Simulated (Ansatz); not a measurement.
Isolated molecules relaxed with PBE0-D4/def2-TZVP in Ansatz; ΔE leaves out vibrations. CCSD(T)/CBS adds triple-zeta CCSD(T) − MP2 to the extrapolated MP2 energy (def2 sets, frozen cores). This one scheme is used for every species. DFT in def2-TZVPP. HSE06 is defined as in plane-wave codes. Elements past krypton have def2 core potentials. For I outer-core shells are correlated without core-valence functions, which leaves a few kJ/mol of doubt a bond. Each species was taken in one conformer, which may not be the lowest.

`FC(I)[SiH2]Cl` + `O[SiH3]` → `FC(I)O[SiH3]` + `[SiH3]Cl`  (substitution at a C–Si bond)

`FC(I)[SiH2]Cl`:

```xyz
8

F     0.881    0.453    1.720
C    -0.148   -0.010    0.943
I    -1.844    1.301    1.122
Si    0.406   -0.095   -0.869
Cl   -1.049   -1.066   -1.927
H    -0.494   -0.962    1.349
H     0.595    1.272   -1.394
H     1.654   -0.892   -0.944
```

`O[SiH3]`:

Z-matrix (Å, degrees):
```
Si
O 1 1.648
H 1 1.489 2 111.7
H 1 1.489 2 111.7 3 120.9
H 1 1.481 2 105.9 3 -119.6
H 2 0.957 1 117.9 3 -60.5
```

`FC(I)O[SiH3]`:

Z-matrix (Å, degrees):
```
C
I 1 2.200
O 1 1.335 2 112.8
F 1 1.358 2 107.0 3 123.0
H 1 1.088 2 104.6 3 -121.1
Si 3 1.678 1 126.9 2 77.0
H 6 1.477 3 103.8 1 -167.1
H 6 1.481 3 109.7 1 74.4
H 6 1.481 3 109.9 1 -47.4
```

`[SiH3]Cl`:

```xyz
5

Si    0.082   -0.098   -0.008
Cl   -1.231    1.475    0.124
H    -0.379   -1.174    0.899
H     1.426    0.375    0.394
H     0.102   -0.578   -1.409
```

```json
{"level": "PBE-D4", "ΔE (kcal/mol)": "6.1", "difference from CCSD(T)/CBS": "-2.5"}
{"level": "BLYP-D4", "ΔE (kcal/mol)": "5.4", "difference from CCSD(T)/CBS": "-3.2"}
{"level": "B97M-V", "ΔE (kcal/mol)": "6.0", "difference from CCSD(T)/CBS": "-2.6"}
{"level": "PBE0-D4", "ΔE (kcal/mol)": "6.5", "difference from CCSD(T)/CBS": "-2.1"}
{"level": "r2SCANh-D4", "ΔE (kcal/mol)": "5.7", "difference from CCSD(T)/CBS": "-2.9"}
{"level": "r2SCAN0-D4", "ΔE (kcal/mol)": "6.0", "difference from CCSD(T)/CBS": "-2.6"}
{"level": "HSE06-D4", "ΔE (kcal/mol)": "6.5", "difference from CCSD(T)/CBS": "-2.1"}
{"level": "CAM-B3LYP-D4", "ΔE (kcal/mol)": "5.5", "difference from CCSD(T)/CBS": "-3.1"}
{"level": "B2PLYP", "ΔE (kcal/mol)": "6.3", "difference from CCSD(T)/CBS": "-2.3"}
{"level": "r2SCAN0", "ΔE (kcal/mol)": "5.9", "difference from CCSD(T)/CBS": "-2.7"}
{"level": "LC-ωPBE", "ΔE (kcal/mol)": "7.1", "difference from CCSD(T)/CBS": "-1.5"}
{"level": "HF/def2-SVP", "ΔE (kcal/mol)": "-0.7", "difference from CCSD(T)/CBS": "-9.3"}
{"level": "MP2/def2-TZVPP", "ΔE (kcal/mol)": "8.4", "difference from CCSD(T)/CBS": "-0.2"}
{"level": "CCSD(T)/def2-TZVPP", "ΔE (kcal/mol)": "7.1", "difference from CCSD(T)/CBS": "-1.5"}
{"level": "MP2/def2-QZVPP", "ΔE (kcal/mol)": "9.3", "difference from CCSD(T)/CBS": "0.7"}
{"level": "CCSD/CBS(def2)", "ΔE (kcal/mol)": "8.7", "difference from CCSD(T)/CBS": "0.1"}
{"level": "CCSD(T)/CBS", "ΔE (kcal/mol)": "8.6", "difference from CCSD(T)/CBS": "0"}
```

Largest T1 diagnostic among the species: 0.011.

At CCSD(T), def2-SVP lies −8.4 kcal/mol from the extrapolated value and def2-TZVPP −1.5 kcal/mol. In def2-TZVPP, CCSD(T) changes the Hartree–Fock value by +3.0 kcal/mol (the triples alone add −0.0 kcal/mol) and MP2 by +4.3 kcal/mol.
